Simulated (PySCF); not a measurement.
Partial charges of `C/C(=C/[S-])CC(F)(F)F`

Compound: C5H6F3S (charge -1).
Structure used (GFN2-xTB), in Å, numbered top down from 1:
```
atom  x, y, z in Å
C1    -1.462   -0.821    0.090
C2    -0.592    0.356   -0.243
C3    -1.053    1.622   -0.313
S4    -0.149    3.004   -0.719
C5     0.856    0.084   -0.547
C6     1.600   -0.596    0.574
F7     1.397   -0.076    1.791
F8     2.948   -0.572    0.390
F9     1.313   -1.918    0.694
H10   -2.504   -0.511    0.160
H11   -1.383   -1.597   -0.678
H12   -1.180   -1.276    1.045
H13   -2.108    1.797   -0.106
H14    0.990   -0.550   -1.434
H15    1.322    1.061   -0.727
```

Density: PBE0/pcSseg-1 (PySCF); schemes: Mulliken, IAO, Hirshfeld and ESP-fitted. Geometry: GFN2-xTB, one conformer, isolated ion. The pcSseg-1 basis has no diffuse functions, a weakness for an anion.

Problem. Which atoms carry the highest charge in the Mulliken, IAO, Hirshfeld and ESP-fitted schemes?

Solution. All schemes agree: Mulliken C6 (+0.751); IAO C6 (+0.799); Hirshfeld C6 (+0.255); ESP-fitted C6 (+0.652).

Problem. At which atom do the 4 schemes differ most?

Solution. At C2: from -0.453 (Mulliken) to +0.318 e (ESP-fitted), 0.771 e apart.

Problem. Tabulate the Mulliken, IAO, Hirshfeld and ESP-fitted charges.

Solution. In e:

| atom | environment | Mulliken | IAO | Hirshfeld | ESP-fitted |
| --- | --- | --- | --- | --- | --- |
| C1 | allylic carbon | -0.130 | -0.413 | -0.148 | -0.591 |
| C2 | carbon bonded to 3 C | -0.453 | -0.118 | -0.079 | +0.318 |
| C3 | alkene CH carbon | -0.125 | -0.245 | -0.113 | -0.386 |
| S4 | sulfur bonded to C | -0.538 | -0.566 | -0.520 | -0.659 |
| C5 | allylic carbon | -0.176 | -0.318 | -0.120 | -0.312 |
| C6 | CF3 carbon | +0.751 | +0.799 | +0.255 | +0.652 |
| F7 | fluorine of a CF3 group | -0.272 | -0.286 | -0.104 | -0.220 |
| F8 | fluorine of a CF3 group | -0.308 | -0.315 | -0.134 | -0.266 |
| F9 | fluorine of a CF3 group | -0.306 | -0.315 | -0.122 | -0.256 |
| H10 | methyl hydrogen | +0.078 | +0.124 | +0.024 | +0.122 |
| H11 | methyl hydrogen | +0.077 | +0.112 | +0.013 | +0.115 |
| H12 | methyl hydrogen | +0.096 | +0.120 | +0.007 | +0.121 |
| H13 | vinylic hydrogen | +0.056 | +0.110 | +0.006 | +0.177 |
| H14 | methylene hydrogen | +0.107 | +0.129 | +0.025 | +0.080 |
| H15 | methylene hydrogen | +0.144 | +0.182 | +0.012 | +0.106 |

Mean size of the charges over all atoms: ESP-fitted 0.292 e, IAO 0.277 e, Mulliken 0.241 e, Hirshfeld 0.112 e. Each set sums to the total charge, -1, to within 0.001 e. The IAO scheme counts the electrons in orthogonalised intrinsic atomic orbitals, a minimal basis polarised so that it spans the occupied orbitals exactly. The Mulliken scheme gives each basis function's population to the atom it is centred on and halves the overlap population of two atoms between them.

Problem. Sum the charges by element, for elements with more than one atom.

Solution. 
```json
{"element": "C", "atoms": "5", "Mulliken": "-0.133", "IAO": "-0.295", "Hirshfeld": "-0.205", "ESP-fitted": "-0.318"}
{"element": "F", "atoms": "3", "Mulliken": "-0.886", "IAO": "-0.916", "Hirshfeld": "-0.360", "ESP-fitted": "-0.742"}
{"element": "H", "atoms": "6", "Mulliken": "+0.557", "IAO": "+0.777", "Hirshfeld": "+0.086", "ESP-fitted": "+0.720"}
```

Problem. How closely do the schemes follow one another over all atoms?

Solution. Correlation coefficient and root-mean-square difference: Mulliken with IAO 0.92, 0.126 e; IAO with ESP-fitted 0.91, 0.140 e; IAO with Hirshfeld 0.89, 0.202 e; Mulliken with Hirshfeld 0.86, 0.187 e; Hirshfeld with ESP-fitted 0.85, 0.226 e; Mulliken with ESP-fitted 0.70, 0.251 e.

Problem. How many electrons does the ESP-fitted scheme count on C3?

Solution. Z − q = 6 − (-0.386) = 6.386.
